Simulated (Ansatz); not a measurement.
SiN$_{2}$H$_{6}$O, closed shell: at the start structure of a reaction step.

in.yaml

```yaml
crystal:
  periodic: [false, false, false]
  atoms:
    - {symbol: Si, position_ang: [0.378459, 0.013263, -0.990160]}
    - {symbol: O, position_ang: [-0.226767, -1.542844, -0.628717]}
    - {symbol: H, position_ang: [-1.331223, 0.044356, 0.910410]}
    - {symbol: N, position_ang: [1.517340, 0.158457, 0.337429]}
    - {symbol: N, position_ang: [-1.136148, 0.773970, 0.229002]}
    - {symbol: H, position_ang: [-0.467107, -2.035647, -1.413155]}
    - {symbol: H, position_ang: [2.391868, 0.623012, 0.152900]}
    - {symbol: H, position_ang: [1.657090, -0.632145, 0.952942]}
    - {symbol: H, position_ang: [-1.992537, 1.002079, -0.263554]}
    - {symbol: H, position_ang: [-0.790973, 1.595598, 0.713004]}
basis:
  gaussian: {orbitals: def2-TZVPP}
hamiltonian: {xc: {name: CAM-B3LYP}, dispersion: d4}
```

Command:

```bash
ansatz run in.yaml --threads 4 --pin off --events-out ev --progress --plain --max-ram 9574MiB
```

What Ansatz 0.2.0 printed:

```
Functional definition: CAM-B3LYP
  name "CAM-B3LYP"
  cite "Yanai, Tew & Handy, Chem. Phys. Lett. 393, 51 (2004) doi:10.1016/j.cplett.2004.06.011"
  cite "Iikura, Tsuneda, Yanai & Hirao, J. Chem. Phys. 115, 3540 (2001) doi:10.1063/1.1383587"
  cite "Becke, Phys. Rev. A 38, 3098 (1988) doi:10.1103/PhysRevA.38.3098"
  cite "Lee, Yang & Parr, Phys. Rev. B 37, 785 (1988) doi:10.1103/PhysRevB.37.785"
  cite "Vosko, Wilk & Nusair, Can. J. Phys. 58, 1200 (1980) doi:10.1139/p80-159"
  parameter alpha = 0.19
  parameter beta = 0.46
  parameter omega = 0.33/bohr
  parameter ac = 0.81
  # Exact exchange under (alpha + beta erf(omega r))/r, Becke's under what is left of 1/r.
  exchange = (1 - alpha - beta)*b88_x + beta*b88_x_sr(omega) + alpha*exact_x + beta*exact_x_lr(omega)
  correlation = (1 - ac)*vwn5_c + ac*lyp_c
1106 factors; their error is unknown
297 factors; integrals over basis functions are off by at most 9.1e-6 eV
mean field evaluation 1: about -12991.6822 eV, gradient 8.8e1 eV
mean field evaluation 2: about -12982.6903 eV, gradient 1.1e2 eV
mean field evaluation 4: about -13004.9003 eV, gradient 5.4e0 eV
mean field evaluation 8: about -13004.9531 eV, gradient 1.1e-1 eV
mean field evaluation 16: about -13004.9673 eV, gradient 8.4e-5 eV
mean field -13004.96727997 eV, -477.9237324555 hartree, gradient 2.2e-5 eV, S^2 0.000000; 0 other end points of the search recorded, 0 dependent functions left out
reference -13004.96739733 eV, -477.9237367685 hartree; 21, 21 occupied and 198, 198 virtual orbitals, 1106 factors
Total energy: -13005.12498019 eV, -477.9295278316 hartree
```

Hardware: 4 CPU threads of an Arm Neoverse V2, shared host. Wall time about 1.7 s.
